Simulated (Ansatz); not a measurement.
Geometry optimisation, UKS PBE0-D4/def2-SVP (Ansatz).

input.yaml

```yaml
crystal:
  periodic: [false, false, false]
  atoms:
    - { symbol: H, position_ang: [-1.0132, -0.7971, 0.6096] }
    - { symbol: Si, position_ang: [0.1308, 0.4334, -0.2294] }
    - { symbol: Cl, position_ang: [0.8047, -0.8701, -1.6339] }
    - { symbol: Cl, position_ang: [1.4738, 0.5319, 1.291] }
    - { symbol: Cl, position_ang: [0.021, 2.2704, -1.0861] }
    - { symbol: H, position_ang: [-1.4172, -1.5685, 1.0489] }
magnetization:
  spin_polarized: true
  initial_magnetization: 1
basis:
  gaussian: { orbitals: def2-SVP }
hamiltonian:
  xc: pbe0
  dispersion: d4
relax:
  f_tol: 0.15
  max_steps: 25
  restrain:
    - { distance: [0, 5], at: 0.62, k: 30.0 }
    - { distance: [1, 0], at: 2.72, k: 30.0 }
```

Run as:

```bash
$ ansatz run input.yaml --threads 2 --pin off --max-ram 3072MiB --backend cpu --events-out ev --progress --plain --runs-dir out
```

**Question.** Where does it end, and by what steps?

**Answer.** It converged. The restraints hold the end off the free minimum. After 5 steps the energy has fallen by 0.443 eV (the restraints' own energy left out); H1 moved furthest, 0.61 Å. Joined: H1–H6.

```tsv
step	energy less start (eV)	largest force component (eV/Å)	accepted
0	0.0000	1.707	yes
1	-0.2334	2.160	yes
2	-0.0100	4.389	yes
3	-0.4111	2.569	yes
4	-0.4897	0.936	no
5	-0.4434	2.291	yes
```

```xyz
6
Properties=species:S:1:pos:R:3
H -1.442 -1.144 0.873
Si 0.258 0.604 -0.337
Cl 0.903 -0.783 -1.718
Cl 1.585 0.639 1.239
Cl 0.193 2.469 -1.219
H -1.497 -1.784 1.162
```

Run time: 17 s on 2 threads of Arm Neoverse V2 (shared host), peak memory 0.25 GiB.
